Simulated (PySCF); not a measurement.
Molecule: `C(C)#C[SiH2]Cl`, C₃H₅ClSi.

Bonds (- single, = double, # triple, : aromatic): C1-C2, C2#C3, C3-Si4, Si4-Cl5. C1 carries H6, H7, H8; Si4 carries H9, H10.

Frames of a GFN2-xTB Langevin trajectory at 300 K; GIAO PBE0/pcSseg-1 shieldings in PySCF 2.14.0 with density-fitted response routines, gas phase, non-relativistic; equivalent atoms averaged within each frame.

Scale: TMS for 13C (σref 186.93), 29Si (σref 349.16), 1H (σref 31.72); HCl for 35Cl (σref 949.78) (reference shieldings calculated alike). The references are static minima.

Task: How do the shifts (ppm) fluctuate along the trajectory?

Result: 
```tsv
time (fs)	C2	C3	C1	Si4	Cl5	H9/H10	H6/H7/H8
optimised geometry	115.7	82.9	6.0	-47.5	-40	5.23	2.14
250	116.8	88.8	6.1	-41.4	-24	5.44	2.46
425	112.5	83.4	2.9	-49.0	-56	4.92	1.93
625	116.6	89.3	7.9	-50.1	-41	5.93	1.93
800	122.2	82.7	7.4	-46.1	-24	5.46	2.17
1000	117.7	85.1	9.4	-42.3	-21	5.75	2.61
mean of frames	117.2	85.8	6.7	-45.8	-33	5.50	2.22
standard deviation	3.5	3.0	2.5	3.9	15	0.38	0.31
```

5 frames give an uncertainty of the mean of about the standard deviation over 2.2 at best, since frames this close in time may not be independent; classical motion lacks zero-point vibration, and the reference would need the same averaging.
